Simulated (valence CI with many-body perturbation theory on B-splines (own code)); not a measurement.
## Sensitivity of CI+MBPT for Nd46+

Computed by valence CI with perturbative core correlation (CI+MBPT): four valence electrons over a frozen Dirac-Fock core [Ne], radial functions for each j: 6 s, 6 p, 5 d, 3 f, 1 g, with the one-electron correlation potential Σ1 (screened to all orders), the two-electron term Σ2, the three-electron term Σ3, Breit, model QED; selected single and double excitations, second order for the rest, scaled by the run's own slope (own B-spline code, finite nucleus).

The last digits are not significant, and no measured levels were compared; by estimate large intervals hold to a few tenths of a per cent, small ones and those within an open d or f shell to about a per cent.

The reference run has the lowest level (3s^2 3p1/2^2) J=0 and an ionisation energy of 3892.72 eV. Its largest variational space holds 10000 state functions.

Levels are named by their leading jj configuration (3d3/2^4 stands for four electrons in 3d with j = 3/2), which in mixed levels can hold well under half, so a name can repeat and another be missing. Letters in brackets count levels of one name in rising energy.

Changed runs:
A. QED terms on → off
B. scale of Σ1 1 → 0
C. cutoff of virtual states (hartree) 7200 → 8340
D. closed core [Ne] → [Ne] 3s1 (bad on purpose)

Excitation energies of the reference run in cm⁻¹, and shifts in cm⁻¹:

| Level | Reference | A | B | C |
| --- | --- | --- | --- | --- |
| (3s^2 3p1/2 3p3/2) J=1 | 1004530 | -1684 | -851 | +10 |
| (3s^2 3p1/2 3p3/2) J=2 | 1063720 | -1678 | -856 | +10 |
| (3s 3p1/2^2 3p3/2) J=2 | 1976540 | +14821 | +1017 | +11 |
| (3s^2 3p3/2^2) J=2 | 2111200 | -3214 | -1695 | +20 |
| (3s 3p1/2^2 3p3/2) J=1 | 2157500 | +13342 | +1001 | +13 |
| (3s^2 3p3/2^2) J=0 | 2239040 | -3179 | -1701 | +20 |
| (3s^2 3p1/2 3d3/2) J=2 | 2364970 | +1032 | +861 | +25 |
| (3s^2 3p1/2 3d3/2) J=1 | 2618450 | +3116 | +886 | +23 |
| (3s^2 3p1/2 3d5/2) J=2 | 2693600 | +2474 | +119 | +24 |
| (3s^2 3p1/2 3d5/2) J=3 | 2711240 | +913 | +87 | +25 |
| (3s 3p1/2 3p3/2^2) J=2 [a] | 2983250 | +11463 | +207 | +22 |
| (3s 3p1/2 3p3/2^2) J=3 | 3068110 | +11950 | +157 | +22 |
| Ionisation energy (eV) | 3892.72 | -0.048 | -1.05 | +0.0031 |

Run D: It gave no result: the perturbation theory needs a core of closed shells. The program said: "the core must hold closed shells only".
